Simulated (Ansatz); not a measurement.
Nb2(NH2)10 (Nb2N10H20). Total charge 0; singlet. Geometry r2SCAN-D4/def2-SVP; atoms count from 1.

```xyz
32

Nb   -1.684   -0.511    0.320
N    -0.825   -2.339    0.463
N    -2.111    1.303   -0.471
N    -3.386   -1.296   -0.392
N    -2.410   -0.289    2.178
N     0.174    0.402    1.329
Nb    1.688    0.514   -0.318
N     3.390    1.299    0.394
N     2.414    0.289   -2.175
N     0.824    2.339   -0.463
N     2.110   -1.302    0.471
N    -0.171   -0.399   -1.327
H    -0.073   -2.759   -0.079
H    -1.019   -2.929    1.272
H    -1.688    1.798   -1.252
H    -2.733    1.940    0.027
H    -4.163   -0.762   -0.779
H    -3.622   -2.287   -0.390
H    -3.356   -0.553    2.449
H    -1.921    0.092    2.986
H    -0.001    1.329    1.722
H     0.524   -0.165    2.105
H     4.166    0.765    0.782
H     3.626    2.290    0.393
H     1.924   -0.095   -2.981
H     3.360    0.552   -2.449
H     0.063    2.751    0.071
H     1.012    2.924   -1.278
H     1.675   -1.802    1.243
H     2.729   -1.940   -0.030
H     0.004   -1.327   -1.720
H    -0.521    0.168   -2.102
```

In the def2 sets Nb takes a core potential; there is no spin–orbit coupling.

(1) Estimate the Mulliken populations of the heavy atoms from the PBE0/def2-TZVP orbitals of Ansatz.

(2) And the Mayer bond orders between bonded heavy atoms (over 0.3)?

Results:

(1) 
```csv
atom,charge (e),d electrons
Nb1,1.71,2.52
N2,-0.80,–
N3,-0.80,–
N4,-0.82,–
N5,-0.81,–
N6,-0.88,–
Nb7,1.71,2.52
N8,-0.82,–
N9,-0.81,–
N10,-0.80,–
N11,-0.80,–
N12,-0.87,–
```
Mulliken values and Mayer orders depend strongly on the basis.

(2) Nb1–N2 0.97 (2.02 Å); Nb1–N3 0.97 (2.02 Å); Nb1–N4 1.02 (2.01 Å); Nb1–N5 0.99 (2.01 Å); Nb1–N6 0.40 (2.30 Å); Nb1–N12 0.52 (2.24 Å); N6–Nb7 0.52 (2.24 Å); Nb7–N8 1.02 (2.00 Å); Nb7–N9 0.99 (2.01 Å); Nb7–N10 0.98 (2.02 Å); Nb7–N11 0.98 (2.02 Å); Nb7–N12 0.40 (2.30 Å).
